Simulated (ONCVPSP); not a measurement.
Potentials for Mg compared

Generated with ld1.x 7.5 (TM, RRKJ, ultrasoft, PAW), atompaw 4.2 or ONCVPSP 4.0.1. The cutoff is in Ry: for ld1.x and atompaw files where the sum of valence levels is converged to 10 mRy in a Bessel basis, for ONCV files where the hardest occupied wave has 1 mHa per electron of residual kinetic energy. The error is the largest all-electron minus pseudo excitation energy over each file’s own four to seven test configurations (ionisations up to +4, promotions, holes and added fractions of an electron), all of which were solved. The labels leave out finer settings (local radius, basis sizes, second energies), which also bear on the numbers. Spin-polarised tests are not counted. The rows are a selection from randomly drawn settings: files with unsolved tests, undetermined cutoffs or missed reference levels are left out.

A true bound ghost makes a file unfit for plane-wave use even where its test errors are small: the radial tests pick states by their node count and pass the ghost by.

```csv
potential,cutoff (Ry),largest error (meV),bound ghosts
"ONCV, LDA (Perdew-Wang 92), scalar-relativistic, rc 0.95/0.60/0.85 (spd), local smoothed, core correction yes, reference 2s2 2p6, qcut 16.1/13.5/12, projectors 2/2/2",1281,+0.4,none
"ONCV, PBE, scalar-relativistic, rc 1.10/1.10 (sp), local smoothed, core correction yes, reference 2s2 2p6 3s2, qcut 10.7/11.2, projectors 2/2",104,-1.8,none
```

(1) Fill in the row for Mg: ONCV, PBE, scalar-relativistic, rc 1.20/1.20 (sp), local smoothed, core correction no, reference 2s2 2p6 3s2, qcut 9.4/9, projectors 2/2.

(2) Fill in the row for Mg: ONCV, PBE, scalar-relativistic, rc 0.95/0.90/1.00 (spd), local smoothed, core correction yes, reference 2s2 2p6, qcut 14.1/19.5/10.6, projectors 2/2/1.

(3) Fill in the row for Mg: ONCV, PBE, scalar-relativistic, rc 0.90/1.15/1.15 (spd), local smoothed, core correction no, reference 2s2 2p6, qcut 17.4/10.2/9.3, projectors 3/2/3.

## Answers

(1) cutoff 101 Ry, largest error -405 meV, bound ghosts: none.

(2) cutoff 225 Ry, largest error +0.2 meV, bound ghosts: none.

(3) cutoff 161 Ry, largest error -0.7 meV, bound ghosts: d.
